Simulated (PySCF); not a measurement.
Energy of Cu²⁺ (copper, charge +2) between two integer charges

The 3d beta orbital of [Ar] 3d9 is emptied in steps (occupation f), with all orbitals relaxed, ending at [Ar] 3d8. All numbers are calculated (PySCF 2.14, scalar relativity by spin-free X2C-1e, in x2c-TZVPall (6s5p4d1f, 48 functions)). The exact energy is a straight line in f; departures are measured from the line between the end points of the same method.

```csv
f,MN15 (eV)
1,0.000
0.8,-0.829
0.6,-1.256
0.4,-1.268
0.2,-0.852
0,0.000
```

| method | E(f=0) − E(f=1) (eV) | −ε at f=1 (eV) | −ε at f=0.4 (eV) |
| --- | --- | --- | --- |
| MN15 | 37.711 | 32.588 | 38.712 |

Orbital energy along the path (eV):

```json
{"f": "1", "MN15": "-32.588"}
{"f": "0.8", "MN15": "-34.558"}
{"f": "0.6", "MN15": "-36.602"}
{"f": "0.4", "MN15": "-38.712"}
{"f": "0.2", "MN15": "-40.875"}
{"f": "0", "MN15": "-43.078"}
```

Reference removal energy between the ground levels: 36.841 ± 0.012 eV (measured; NIST Atomic Spectra Database, ionization energies). The calculation has no spin-orbit coupling. The determinant left behind need not be the lowest term of the ion.
